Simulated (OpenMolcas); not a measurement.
## Ru3+: ligand-field states by method

Ru3+ with its 6 nearest fluoride ions at 2.178 Å, on the Y site of Cs2NaYF6 (a = 9.075 Å, distance in the model lattice 2.178 Å). The rest of the host is ab initio model potentials to 7.6 Å and point charges beyond; the distance is set by hand and nothing relaxes. Ligand basis ANO-RCC-VDZP.
```
Ru    0.0000    0.0000    0.0000
F     2.1780    0.0000    0.0000
F     0.0000    2.1780    0.0000
F    -2.1780    0.0000    0.0000
F     0.0000   -2.1780    0.0000
F     0.0000    0.0000    2.1780
F     0.0000    0.0000   -2.1780
```

| Quantity | Value |
| --- | --- |
| Program | OpenMolcas |
| Basis | ANO-RCC-VTZP [7s6p4d2f1g] |
| Scalar Hamiltonian | DKH2, point nucleus |
| Active space | 5 electrons in 5 orbitals (4d) |
| State averaging | 2S+1 = 6 even, 1 root; 2S+1 = 4 even, 24 roots; 2S+1 = 2 even, 75 roots |
| Spin-orbit coupling | state interaction with AMFI integrals over the reference wave functions |

I. CASSCF
II. SS-CASPT2, IPEA 0.25 Eh, imaginary shift 0.1 Eh (closed shells correlated: 4s 4p and the ligand valence shells)
III. SS-CASPT2, IPEA 0 Eh, imaginary shift 0.1 Eh (closed shells correlated: 4s 4p and the ligand valence shells)

Spin-free states (labels of O, the rotations of Oh) in cm-1, each column counted from its own energy of the first state listed:

```
State  Degeneracy      I     II    III
  6A1           1      0      0      0
  2T2           3  11619  -1850   1480
  4T1           3  12018   4090   5420
  4T2           3  17384   7960   8930
  2T1           3  23496  11840  12750
  2A2           1  23668  11370  11100
  4A1           1  24453  18070  17110
   4E           2  24901  18080  17370
  2T2           3  25586  13870  14790
   2E           2  27405  14810  14730
  4T2           3  28057  20000  19360
   4E           2  30495  21780  20930
  2T1           3  32197  18640  19170
  2A1           1  34295  23670  22140
  2T2           3  34672  20620  20500
   2E           2  36027  25070  23740
  4T1           3  37549  30090  29430
  2T2           3  37839  27050  25380
  2A1           1  38508  24280  22780
  4A2           1  40571  29450  28570
```

II puts a state of multiplicity 2 lowest, 1900 cm-1 below that state.

From I to II, I's first state of another spin (2T2) moves from 11619 to -1850 cm-1, by about -13000 cm-1.

I: A least-squares ligand-field fit to the states below 45000 cm-1, each weighted by its degeneracy and with a free common offset, gives 10Dq = 15472 cm-1, B = 793 cm-1 and C = 3302 cm-1 (C/B = 4.16), with an rms deviation of 219 cm-1. The same method and metal basis give the free ion B = 912 cm-1 (fit to its terms below 60000 cm-1, rms deviation 26 cm-1), so the nephelauxetic ratio is β = 793 / 912 = 0.87; it hangs on how both fits weigh the states, and computed free-ion B values tend to be too large, so β mixes covalency with correlation.

χT at 300 K: I 4.35, II 0.73, III 2.46 cm3 K/mol.

Roots that are degenerate in the reference are averaged as groups; the widest CASPT2 spread within a group is 920 cm-1 (the 3-fold group of multiplicity 2 near 49500 cm-1 above the lowest state of its run, III). Shifts and gaps below about the spread of the groups concerned are not significant. Over all roots computed the reference weight is 0.70 to 0.72 in II, 0.68 to 0.71 in III; a low but even weight reflects the number of correlated electrons. Ligand-to-metal charge-transfer states are missing. With no ligand orbital active B as a rule stays too high, so bands that hang on it stand too high and its fall with covalency is understated. Without dynamic correlation the repulsion within the d shell is too large (B by tens of per cent), so at a given field states of lower spin stand too high (holds for I). This shell can be high or low spin here, a state of another spin lies low, and with metal d orbitals alone active their balance is uncertain, so the ground spin may be wrong (holds for I; III). With metal d orbitals alone the field can be off either way by tens of per cent (holds for I). An orbital triplet at a regular site is open to Jahn-Teller coupling, which can distort the site and quench the lowest spin-orbit gaps and is left out (holds for II). This shell can be high or low spin here, a state of another spin lies low, and with metal d orbitals alone active their balance is uncertain, so the ground spin may be wrong, although the usual error favours high spin (holds for II). These CASPT2 states fit no ligand-field parameters well, so their order and spin gaps are uncertain (holds for II; III). With one d shell and no ligand orbital active, 10Dq can be off by a tenth or more (holds for II; III). Spin-orbit coupling mixes the spin-free states strongly: the lowest level takes only 45 % from its leading state, 2T2, which lies 1477 cm-1 above the lowest spin-free state (holds for III). The distance lies 6 % over the 2.056 Å that this model takes as the normal distance (a Shannon-type radius plus a fixed donor radius, weighted with the host); by an R⁻⁵ law this alone changes a d-shell field by about -25 %. No measured value stands beside these numbers; the geometry was set by hand and not optimised.
